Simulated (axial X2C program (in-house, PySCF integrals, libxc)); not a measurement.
# Excited states of InCl by EOM-EE-CCSD

Calculated with an in-house all-electron X2C program for linear molecules (integrals from PySCF): two-component X2C with atomic mean-field Coulomb and Gaunt terms, Gaussian nuclei, basis In dyall-acv3z, Cl dyall-av3z with contracted cores.

R = 2.424 Å (near the PBE0 minimum at charge 0 of the determinant lowest at the starting distance; the state shown can have its own minimum elsewhere).

Hartree–Fock spinors of InCl (one of each Kramers pair; a window near the gap, which can cut inner shells):

| ω | occupied | ε (eV) | character |
| --- | --- | --- | --- |
| 3/2 | yes | -27.85 | 100% In d |
| 1/2 | yes | -27.18 | 53% In d, 40% Cl s, 3% In p |
| 1/2 | yes | -13.64 | 66% Cl p, 27% In s, 2% Cl s |
| 1/2 | yes | -11.54 | 89% Cl p, 4% In f, 4% In d |
| 3/2 | yes | -11.46 | 89% Cl p, 4% In f, 4% In d |
| 1/2 | yes | -9.25 | 48% In s, 24% Cl p, 21% In p |
| 1/2 | no | 0.16 | 88% In p, 5% Cl p, 4% In d |
| 3/2 | no | 0.22 | 89% In p, 4% Cl p, 4% In d |
| 1/2 | no | 0.51 | 77% In p, 21% In s |
| 1/2 | no | 0.90 | 68% In s, 22% In p, 6% In d |
| 1/2 | no | 0.95 | 89% In p, 4% In s, 2% In d |
| 3/2 | no | 1.01 | 92% In p, 3% In d, 3% Cl d |

Vertical excitation energies from the closed-shell determinant state of InCl:

| Ω | excitation (eV) | cm⁻¹ | hole of the leading pair | particle of the leading pair | weight of the pair (for Ω = 0 its time-reversed partner can hold as much again) | singles weight |
| --- | --- | --- | --- | --- | --- | --- |
| 0⁻ | 3.210 | 25889 | 57% In sσ, 20% In pσ, 16% Cl pσ | 85% In pπ | 0.49 | 0.97 |
| 0⁺ | 3.213 | 25913 | 57% In sσ, 20% In pσ, 16% Cl pσ | 86% In pπ | 0.49 | 0.97 |
| 1 | 3.311 | 26708 | 56% In sσ, 20% In pσ, 17% Cl pσ | 85% In pπ | 0.54 | 0.97 |
| 2 | 3.424 | 27617 | 57% In sσ, 20% In pσ, 17% Cl pσ | 85% In pπ | 0.97 | 0.97 |
| 1 | 4.789 | 38629 | 38% In sσ, 33% Cl pσ, 22% In pσ | 84% In pπ, 6% Cl dπ, 6% Cl pπ | 0.51 | 0.93 |
| 0⁻ | 5.441 | 43882 | 47% In sσ, 25% Cl pσ, 22% In pσ | 58% In pσ, 21% In dσ, 7% Cl sσ | 0.48 | 0.96 |
| 1 | 5.443 | 43897 | 47% In sσ, 24% Cl pσ, 22% In pσ | 58% In pσ, 21% In dσ, 7% Cl sσ | 0.96 | 0.96 |
| 1 | 5.761 | 46462 | 89% Cl pπ | 81% In pπ, 8% Cl dπ, 7% Cl pπ | 0.76 | 0.91 |
| 0⁻ | 5.801 | 46788 | 89% Cl pπ | 81% In pπ, 8% Cl dπ, 8% Cl pπ | 0.30 | 0.91 |

This point took 37 s on 1 thread of Intel(R) Xeon(R) Processor @ 2.30GHz (shared host).

Reference electrons by ω block (each with its −ω partner): 1/2: 22, 3/2: 9, 5/2: 2. 10 electrons of InCl correlated (inner shells frozen), 88 natural virtual spinors (a truncated set); levels can be off by some tenths of an eV. Roots sought by Ω: (0: 5, 1: 4, 2: 3, 3: 1); the list ends where they run out and leaves out roots under 60 % singles weight. The solver can skip a root, and states that need a further excitation, which the method places far too high, are missing though they may lie low or lowest. T1 of the reference 0.011 (Lee–Taylor). Number of frozen shells: In 4 s, 3 p, 2 d; Cl 2 s, 1 p.
